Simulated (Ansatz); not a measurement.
| atom | x (Å) | y (Å) | z (Å) |
| --- | --- | --- | --- |
| C | 0.0003 | -0.0363 | -0.6415 |
| O | 0.0069 | -0.0586 | 0.7461 |
| H | -0.0024 | -1.0748 | -1.0185 |
| H | -0.9048 | 0.4657 | -1.0765 |
| H | 0.8935 | 0.4751 | -1.0717 |
| H | 0.0059 | 0.8405 | 1.0793 |

Basis set: def2-TZVP (spherical functions). Left uncorrelated: 2 orbitals. Charge 0, multiplicity 1.

Computed with Ansatz (development build ahead of 0.2.0); each method stands on the lowest determinant of its kind that the runs found. Restricted open shells among the atoms or ions are ROHF, correlated in semicanonical orbitals with singles.

(1) Give the atomization energy at this shape (free ground-state atoms in the same class of orbitals less the molecule, no zero-point energy) of singlet CH₄O by RHF-MP2, RHF.

Results:

(1)

```tsv
method	atomization energy
RHF-MP2	496.34 kcal/mol
RHF	373.21 kcal/mol
```
